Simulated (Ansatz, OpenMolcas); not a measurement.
# GeSiH6 (SMILES [SiH3][GeH3]): the energy, rung by rung

The species is GeSiH6 (8 atoms), meant as a singlet with charge 0. As SMILES, `[SiH3][GeH3]`. The coordinates come from a PBE0-D4/def2-TZVP relaxation.

```xyz
8

Si   -0.5167    0.3865   -1.0102
Ge    0.5297   -0.3938    0.9774
H    -1.8949    0.8572   -0.7109
H    -0.5908   -0.7084   -2.0133
H     0.2608    1.5145   -1.5874
H     0.6191    0.7336    2.0194
H     1.9543   -0.8905    0.6791
H    -0.2693   -1.5562    1.5901
```

Each level gives the energy change with the Si1–H5 bond stretched from 1.487 to 2.230 Å (eV). The values are calculated.

| level | kind | program | value (eV) | less CCSD(T)/cc-pVDZ | CPU time (all runs) |
| --- | --- | --- | --- | --- | --- |
| HF/cc-pVDZ (restricted) | Hartree–Fock | Ansatz | 2.16 | +0.28 | 5.3 s |
| BLYP/cc-pVDZ (restricted) | GGA | Ansatz | 1.72 | -0.16 | 12 s |
| TPSS/cc-pVDZ (restricted) | meta-GGA | OpenMolcas | 1.88 | 0.00 | 1.8 min |
| r2SCAN0/cc-pVDZ (restricted) | hybrid meta-GGA | Ansatz | 1.99 | +0.11 | 30 s |
| CAM-B3LYP/cc-pVDZ (restricted) | range-separated hybrid | Ansatz | 1.98 | +0.10 | 16 s |
| wB97X/cc-pVDZ (restricted) | range-separated hybrid | Ansatz | 2.01 | +0.13 | 49 s |
| PBE-QIDH/cc-pVDZ (restricted) | double hybrid | Ansatz | 2.06 | +0.18 | 19 s |
| RPA@PBE/cc-pVDZ (restricted) | RPA | Ansatz | 1.86 | -0.02 | 18 s |
| BCCD(T)/cc-pVDZ (restricted) | coupled cluster or CI | Ansatz | 1.88 | 0.00 | 23 s |
| CCSD(T)/cc-pVDZ (restricted) | coupled cluster or CI | OpenMolcas | 1.88 | 0.00 | 61 s |

Differences are taken from CCSD(T)/cc-pVDZ (restricted) for orientation; it has basis-set and higher-order errors of its own. All-electron rows without a relativistic Hamiltonian named are non-relativistic. The first shape isn't each level's own minimum. The values span 1.72 to 2.16 eV. In the correlated wave-function rows the outer d shell of Ge is correlated, in sets not made for it. Times are those of the runs behind each value, whatever else they computed, on shared processors of several kinds: orders of magnitude only.
